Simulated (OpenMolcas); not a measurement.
5s2 5p along the 49-electron sequence

```
Program             : OpenMolcas
Method              : CASSCF
Basis               : ANO-R2
Scalar Hamiltonian  : X2C, finite nucleus
Spin-orbit coupling : state interaction with AMFI integrals over the reference wave functions, term energies averaged over their components
```

Active space for each ion: 3 electrons in 8 orbitals (5s 5p 6s 6p).

Computed levels in cm-1 above 2P* 1/2:

| Level | In | Sn+ | Te3+ | I4+ | Xe5+ |
| --- | --- | --- | --- | --- | --- |
| 2P* 3/2 | 1708 | 3704 | 7771 | 10472 | 13580 |
| weight of 2P* in the lowest level (%) | 100 | 100 | 100 | 100 | 100 |

Measured, with the error of the calculation in %. Measured levels: In, Sn+ from NIST Handbook of Basic Atomic Spectroscopic Data; Te3+ from Moore, Atomic Energy Levels, vol. III, NSRDS-NBS 35 (1971 reprint of NBS Circular 467, 1958); Xe5+ from Saloman, J. Phys. Chem. Ref. Data 33, 765 (2004).

```
  Level            In           Sn+          Te3+           Xe5+
2P* 3/2  2213 (-22.8)  4251 (-12.9)  9223 (-15.7)  15599 (-12.9)
```

The fine-structure level 2P* 3/2 changes by a factor of 7.95 from In to Xe5+. Its fourth root runs 6.43, 7.80, 9.39, 10.12, 10.80, with steps per unit of Z of 1.37, 0.79, 0.73, 0.68; equal steps would mean a (Z - σ)^4 law with constant σ.

Some high roots are left out of the spin-orbit mixing, which shifts the levels that they would mix with (holds for In). Without dynamic correlation excited terms often stand tens of per cent too high (terms of higher spin than the ground term too low), and those without a measured partner can miss by more than the paired ones (holds for In). Active for correlation alone: 6p 6s; no level in the range computed is led by a configuration that fills them, so any true level of that kind is missing (holds for In; Te3+; I4+; Xe5+). The run also gave levels led by 5s 5p 6s, 5s2 6p, which use shells meant for correlation; these and all levels above them are left out (holds for Sn+). Computed and measured levels are paired by configuration, term and J; levels that our copy of the source lacks, or whose pairing is in doubt (as where it misses far off the trend of its configuration), stay unpaired and out of the deviations. Levels of configurations outside the active space are missing.

* marks odd parity.
